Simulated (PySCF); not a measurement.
C2H9NOSi2, SMILES C=CO[SiH2]N[SiH3].

Coordinates come from a B3LYP-D3(BJ)/def2-SVP optimisation. The structure was generated by enumeration, and PubChem lists no compound with its InChIKey, so it may never have been made. One conformer was computed; it need not be the lowest.

Two levels are set side by side: TDA-PBE/def2-SVPD (PySCF) and TDA-PBE0/def2-SVPD (PySCF). Vertical, same geometry. The lowest singlet is HOMO→LUMO 90 % with PBE and HOMO→LUMO 94 % with the other functional; states are paired by order. Differences are taken from unrounded values.

```
quantity                              TDA-PBE0
------------------------------------  --------
lowest singlet excitation (eV)            5.81
lowest triplet excitation (TDA) (eV)      4.15
```

Task: What does TDA-PBE give, and how far is it from TDA-PBE0? (An estimate is asked for; the answer gives what the named calculation found.)

Result: 
```tsv
quantity	TDA-PBE	TDA-PBE minus TDA-PBE0
lowest singlet excitation (eV)	4.77	-1.04
lowest triplet excitation (TDA) (eV)	4.20	0.04
```

Functionals without exact exchange tend to place singlet excitations lower, as here. Differences between two approximate levels are no errors against the true value.

Rough cost on one machine, each run with all the roots and properties that it gave: TDA-PBE0 against TDA-PBE about 2 times.
